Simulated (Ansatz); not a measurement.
Relaxation of ClFH7N2O2Ta (14 atoms, charge 0, multiplicity 1), to a largest force component of 0.03 eV/Å in at most 50 steps.

These are results of RKS PBE/def2-SVP (Ansatz), not measurements.

```xyz
14
Properties=species:S:1:pos:R:3:forces:R:3
Ta -0.099 0.033 0.123 0.32 0.25 0.15
O 1.860 0.087 0.555 -0.36 -0.36 -0.11
H 2.106 0.380 1.453 -0.01 0.00 -0.02
F -0.351 0.503 1.980 0.01 0.01 -0.04
O 0.202 -0.453 -1.680 -0.03 0.00 -0.01
H 0.526 -0.813 -2.518 0.00 0.00 0.03
N -1.004 1.758 -0.305 -0.04 0.05 0.04
H -1.455 2.338 0.411 0.03 -0.04 -0.06
H -1.258 2.073 -1.246 0.01 -0.01 0.02
N -1.343 -1.478 0.521 -0.04 -0.05 0.06
H -1.802 -1.608 1.430 0.05 0.01 -0.11
H -1.534 -2.267 -0.105 0.00 0.03 0.03
Cl 1.731 -3.131 -0.338 0.57 0.55 0.34
H 2.311 -2.038 0.185 -0.52 -0.44 -0.33
```

Q: Where does it end, and by what steps?

A: It converged. After 21 steps the energy has fallen by 0.418 eV; Cl13 moved furthest, 2.04 Å.

| step | energy less start (eV) | largest force component (eV/Å) | accepted |
| --- | --- | --- | --- |
| 0 | 0.0000 | 0.572 | yes |
| 1 | -0.0791 | 1.187 | yes |
| 2 | -0.1693 | 0.394 | yes |
| 3 | -0.1976 | 0.339 | yes |
| 4 | -0.2117 | 0.198 | yes |
| 5 | -0.2212 | 0.136 | yes |
| 6 | -0.2299 | 0.207 | yes |
| 7 | -0.2444 | 0.303 | yes |
| 8 | -0.2640 | 0.349 | yes |
| 9 | -0.2973 | 0.341 | yes |
| 10 | -0.3412 | 0.245 | yes |
| 11 | -0.3749 | 0.472 | yes |
| 12 | -0.3918 | 0.252 | yes |
| 13 | -0.4041 | 0.186 | yes |
| 14 | -0.4102 | 0.086 | yes |
| 15 | -0.4133 | 0.104 | yes |
| 16 | -0.4156 | 0.071 | yes |
| 17 | -0.4162 | 0.160 | yes |
| 18 | -0.4170 | 0.054 | yes |
| 19 | -0.4174 | 0.045 | yes |
| 20 | -0.4176 | 0.032 | yes |
| 21 | -0.4179 | 0.025 | yes |

```xyz
14
Properties=species:S:1:pos:R:3
Ta -0.331 -0.132 0.263
O 1.627 -0.603 0.695
H 2.014 -0.399 1.567
F -0.256 0.527 2.072
O 0.120 -0.922 -1.380
H 0.955 -1.348 -1.746
N -0.873 1.646 -0.435
H -1.252 2.404 0.142
H -0.913 1.894 -1.429
N -1.860 -1.318 0.711
H -2.436 -1.223 1.554
H -2.243 -2.038 0.090
Cl 2.934 -1.879 -1.412
H 2.405 -1.228 -0.226
```

Whether the end is a true minimum wasn't checked by a vibrational analysis.

Run time: 21 s on 4 threads of AMD EPYC 9R45 96-Core Processor (Zen 5) (shared host), peak memory 0.25 GiB.
